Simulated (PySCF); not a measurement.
**A computed series MF3(H2O)**

Computed with PySCF 2.14.0, PBE0, def2-SVP on the ligands, density fitting, scalar-relativistic core potentials, no spin-orbit coupling, vacuum. Each member is relaxed from one template within its symmetry. Distances are means of the shortest metal–ligand contacts, charges and spins Mulliken's; removal energies are rigid, with the ligand's formal charge and no counterpoise, so too large; for an anion taken off a cation in vacuum most of it is the attraction of opposite charges, and multiply charged cations can part far more cheaply with an electron moved from ligand to metal. lcecp potentials hold a fixed number of 4f electrons in the core, out of states, spins and gaps.

| metal | basis on the metal | point group | M–F (Å) | M–H2O (Å) | charge on M (e) | dipole (D) | removal of one F (eV) | strongest infrared band, degenerate modes summed (cm⁻¹) | unstable modes (below −25 cm⁻¹) |
| --- | --- | --- | --- | --- | --- | --- | --- | --- | --- |
| Y | def2-SVP with ECP28 | Cs | 2.010 | 2.380 | 1.10 | 5.97 | 11.36 | 302 | 0 |
| Ce | lcecp-1-SVP with ECP47 | Cs | 2.126 | 2.573 | 1.29 | 6.89 | 10.65 | 537 | 0 |
| Pm | lcecp-1-SVP with ECP50 | Cs | 2.084 | 2.504 | 1.23 | 6.80 | 10.85 | – | not given |
| Ho | lcecp-1-SVP with ECP56 | Cs | 2.015 | 2.388 | 1.19 | 6.71 | 11.22 | 565 | 0 |
| Yb | lcecp-1-SVP with ECP59 | Cs | 1.984 | 2.338 | 1.17 | 6.64 | 11.40 | 572 | 0 (lowest -14 cm⁻¹, within noise) |
| Bi | def2-SVP with ECP60 | Cs | 2.039 | 2.618 | 1.34 | 4.12 | 11.47 | 640 | 0 |

What does the calculation give for Gd, lcecp-1-SVP with ECP53?

point group: Cs, M–F (Å): 2.050, M–H2O (Å): 2.444, charge on M (e): 1.22, dipole (D): 6.73, removal of one F (eV): 11.04, unstable modes (below −25 cm⁻¹): not given.
```xyz
7

Gd    0.0842   -0.0892    0.0892
F     1.0904    1.3635    1.1310
F    -1.3122   -1.1477    1.1477
F     1.0904   -1.1310   -1.3635
O    -1.3119    1.3294   -1.3294
H    -1.6444    2.2096   -1.1135
H    -1.6444    1.1135   -2.2096
```

From Ce to Yb the M–F distance shrinks by 0.14 Å, the lanthanide contraction, and the energy to remove one F rises by 0.76 eV.

Members with unstable modes aren't minima as they stand: saddle points kept by symmetry or, where the modes are soft, flat surfaces and noise. One start shape was tried for each, so a minimum needn't be the lowest isomer.
